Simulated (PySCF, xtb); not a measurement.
C₄H₃ClF₂, SMILES CC(Cl)=C=C(F)F.

Harmonic wavenumbers (cm⁻¹) from GFN2-xTB in xtb at its own minimum, in rising order: 88, 100, 130, 143, 267, 394, 411, 456, 469, 529, 591, 792, 1016, 1032, 1086, 1115, 1382, 1440, 1442, 1486, 2058, 3022, 3033, 3058.

Question: What does PBE-D3(BJ)/def2-SVP in PySCF give at its own minimum? (An estimate is asked for; the answer gives what the named calculation found.)

Answer: 85, 101, 131, 180, 279, 422, 424, 490, 578, 591, 608, 789, 992, 1015, 1071, 1236, 1329, 1385, 1388, 1484, 2053, 2976, 3059, 3098. Paired by order, the mean absolute difference is 33 cm⁻¹ and the zero-point energies are 36.5 and 36.8 kcal/mol.
